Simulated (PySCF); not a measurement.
A calculated (LDA, PySCF 2.14, def2-TZVPPD, no relativity, point nucleus) atom or ion has these occupied shells.

```
shell  electrons  orbital energy (eV)  rms radius, mean of both spins (bohr)
   1s          2              -4391.3                                 0.0853
   2s          2              -501.66                                  0.377
   2p          6              -420.93                                  0.343
   3s          2              -85.592                                   1.14
   3p          6              -64.629                                   1.22
```

Problem. Name the element and its charge.

Solution. Sc³⁺ (scandium, charge +3), in [Ar], closed-shell 1S.
